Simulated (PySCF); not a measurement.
**Dipole moment and polarisability of SnH3(NHtBu)**

Compound: SnH3(NHtBu), C₄H₁₃NSn.
Geometry (PBE0-D3(BJ)/def2-SVP, Å), atoms numbered from 1 in this order:
```
atom  x, y, z in Å
Sn1    1.0862    1.5664    1.7309
H2     0.6590    1.7749    3.3770
H3     2.7479    1.1883    1.5661
H4     0.7430    3.0024    0.8411
N5    -0.0089   -0.0612    1.1408
C6    -0.2546   -0.4077   -0.2579
C7     1.0697   -0.3578   -1.0172
C8    -0.7992   -1.8389   -0.2873
C9    -1.2643    0.5380   -0.9209
H10   -0.8693   -0.1326    1.6810
H11    0.9365   -0.6767   -2.0616
H12    1.4804    0.6664   -1.0429
H13    1.8130   -1.0144   -0.5405
H14   -0.0808   -2.5266    0.1821
H15   -0.9952   -2.1745   -1.3177
H16   -1.7467   -1.9047    0.2720
H17   -0.8936    1.5754   -0.9110
H18   -2.2245    0.5173   -0.3807
H19   -1.4615    0.2594   -1.9688
```

Level: wB97X-D/def2-SVPD (PySCF), static field, nuclei fixed, core orbitals frozen in the response. The polarisability tensor in these axes (au):

```
x    96.22   5.68   4.93
y     5.68 102.22   8.36
z     4.93   8.36  99.97
```

Question: Give the principal values, the mean and the anisotropy Δα = √{½[(α1 − α2)² + (α2 − α3)² + (α1 − α3)²]}.

Answer: Principal values 92.65, 92.84 and 112.92 au; mean 99.47 au = 14.74 Å³ = 16.40 × 10⁻⁴⁰ C²·m²/J; Δα = 20.17 au (20 % of the mean).

Question: What is the dipole moment, and where does it point?

Answer: (-0.58, 0.20, -0.45) D, 0.76 D in size, pointing from the negative to the positive side. Measured along this direction, the outermost atoms are H3 at the negative end and H19 at the positive end.

Question: Molar refractivity from α?

Answer: Lorentz–Lorenz: R = (4π/3)N_A α = 2.5225 cm³/(mol·Å³) × 14.74 Å³ = 37.2 cm³/mol, in the limit of long wavelengths.

Question: Refractivity n − 1 of an ideal gas of it at 500 K and 1 atm, from the electronic α?

Answer: N = p/kT = 1.4678 × 10¹⁹ cm⁻³, so n − 1 = 2π × N × 14.74 × 10⁻²⁴ cm³ = 1359 × 10⁻⁶ at long wavelengths.

Question: In a dilute gas of rigid molecules at 250 K, how does the orientational term μ²/3kT compare with the electronic polarisability?

Answer: In Gaussian units μ²/3kT = 5.60 Å³ against 14.74 Å³, a ratio of 0.38; the Debye molar polarisation (4π/3)N_A(α + μ²/3kT) is 51.3 cm³/mol, leaving out the vibrational part.

Isolated species at its PBE0-D3(BJ)/def2-SVP geometry, gas phase. Atoms past krypton carry effective core potentials; spin–orbit coupling is left out.

The run behind these numbers computed excited states as well. Hardware: an Intel Xeon at 2.50 GHz with one thread, shared host. Cost: 3.0 min (with the writing of density and orbital grids), 1.2 GiB resident at most.
